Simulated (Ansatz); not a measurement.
Cartesian coordinates in Å:
```
C -2.7193 -0.6597 0.2423
Ge -1.5021 -0.1248 -1.2052
Ga 0.8166 0.2728 -0.4988
C 1.3201 0.0484 1.4176
O 2.7027 0.3347 1.5602
Zn 2.6814 0.9423 -1.9069
Br 4.4172 1.5697 -3.2402
H -2.7598 0.1153 1.0086
H -2.3755 -1.5864 0.7032
H -3.7252 -0.8164 -0.1494
H -1.5240 -1.2172 -2.2998
H -2.0596 1.1538 -1.8734
H 0.6957 0.7172 2.0295
H 1.0777 -0.9788 1.7304
H 2.9540 0.2289 2.4820
```

Total charge 0; spin multiplicity 1.

List the B3LYP/def2-TZVPP orbital energies in eV (the Gaussian-basis code of Ansatz). (Estimate.)

Ansatz gave: Occupied: -13138.20, -10849.90, -10137.90, -9450.26, -1699.85, -1531.53, -1531.50, -1531.50, -1354.30, -1249.69, -1205.20, -1205.20, -1205.19, -1149.43, -1106.94, -1106.85, -1106.83, -1012.81, -1012.81, -1012.76, -520.78, -278.01, -276.77, -235.62, -176.44, -176.32, -176.32, -168.81, -149.68, -132.03, -119.06, -119.06, -119.04, -103.13, -102.87, -102.82, -88.26, -88.25, -88.18, -70.73, -70.70, -70.69, -70.60, -70.60, -32.64, -32.62, -32.59, -32.56, -32.56, -28.08, -22.91, -22.81, -22.78, -22.68, -22.60, -20.04, -19.19, -18.36, -14.57, -14.34, -14.21, -14.20, -14.20, -14.19, -14.17, -12.31, -11.80, -11.39, -11.25, -10.09, -9.26, -9.09, -8.81, -7.99, -7.54, -7.53, -7.16, -6.70. Lowest empty: -2.62, -0.95, -0.75, -0.12, -0.06, 0.57, 1.08, 1.76.

B3LYP here is the variant with VWN-RPA as its local correlation; programs differ in this.
